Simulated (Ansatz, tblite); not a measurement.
Cost and result up the ladder for Ag3H4⁻ (the lowest singlet isomer of a short search) (7 atoms). Total charge -1; singlet. Geometry: r2SCAN-D4/def2-TZVPD.

Cartesian coordinates in Å:
```
Ag 2.6957 0.6973 0.2224
Ag -2.7081 -0.6470 -0.2310
Ag 0.0245 -0.1044 0.0163
H -1.4176 -0.3236 0.9390
H -4.0373 -0.9661 -1.1498
H 3.9664 1.2690 1.1028
H 1.4765 0.0748 -0.8998
```

Ansatz on 4 threads of Arm Neoverse V2 on a shared host; xTB runs through tblite on one thread. Times are rough, summed over both states, and most runs start from the orbitals of an earlier one. PBE0-D4/def2-TZVPD serves as the yardstick here, not as an exact answer. The other state is a triplet.

In the def2 sets Ag takes a core potential; there is no spin–orbit coupling. The xTB rows come from tblite. The structure comes from a short search, and lower isomers may exist.

xTB has no spin-polarisation term.

```tsv
level	functions	wall time	vertical triplet (eV)	difference from PBE0-D4/def2-TZVPD (eV)	remarks
GFN1-xTB	35	0.008 s	2.86	-1.23	–
GFN2-xTB	31	0.009 s	2.40	-1.69	–
PBE-D4/def2-TZVPD	156	7.4 s	3.64	-0.45	HOMO above zero (triplet)
PBE0-D4/def2-TZVPD (with forces)	156	15 s	4.09	0.00	HOMO above zero (triplet)
r2SCAN-D4/def2-TZVPD	156	23 s	3.78	-0.31	HOMO above zero (triplet)
```
